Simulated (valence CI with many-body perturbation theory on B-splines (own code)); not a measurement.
Co XXI: what the settings do

Calculated by relativistic CI+MBPT: five valence electrons over a frozen Dirac-Fock core [He], a basis of 6 s, 6 p, 5 d, 3 f, 1 g functions for each j, with the one-electron correlation potential Σ1 (screened to all orders), the two-electron term Σ2, the three-electron term Σ3, Breit, model QED; selected single and double excitations, second order for the rest, scaled by the run's own slope (own B-spline code, finite nucleus).

No measured levels were compared; by estimate levels of excited configurations hold to 0.05 to 0.15 % of their energy, terms of the ground configuration to about 0.5 %. Among the levels kept, up to 3700 cm⁻¹ of a level comes from second order outside the variational space, and about a tenth of that is noise between levels of different J, which matters for small intervals.

The reference run has the lowest level 2s2 2p3 4S°_3/2 and an ionisation energy of 1722.81 eV. Its largest variational space holds 12634 state functions.

Names give the largest LS component (configuration and term), which can be under half, so a name can repeat, a term be missing and a line seem to break the LS rules; names also repeat where a configuration has a term twice.

Changed runs:
A. core polarisation of operators on → off
B. three-electron term on → off
C. averaging of valence orbitals over low configurations on → off; scale of Σ1 1 → 0.8
D. closed core [He] → [He] 2s1 (bad on purpose)

Excitation energies of the reference run in cm⁻¹, and shifts in cm⁻¹:

```
                 Level  Reference  A      B      C
       2s2 2p3 2D°_3/2     147443  0   +309   +9.0
       2s2 2p3 2D°_5/2     192027  0   +337   -4.6
       2s2 2p3 2P°_1/2     280905  0   +476    +10
       2s2 2p3 2P°_3/2     359678  0   +432    -18
         2s 2p4 4P_5/2     799144  0   +389   +294
         2s 2p4 4P_3/2     879683  0   +403   +277
         2s 2p4 4P_1/2     903347  0   +433   +278
         2s 2p4 2D_3/2    1108220  0   +985   +286
         2s 2p4 2D_5/2    1129110  0   +933   +280
         2s 2p4 2S_1/2    1268770  0  +1270   +285
         2s 2p4 2P_3/2    1319390  0  +1646   +262
         2s 2p4 2P_1/2    1435660  0  +1551   +244
Ionisation energy (eV)    1722.81  0  +0.11  -0.06
```

No effect on these energies: A.

Run D: It gave no result: the perturbation theory needs a core of closed shells. The program said: "the core must hold closed shells only".
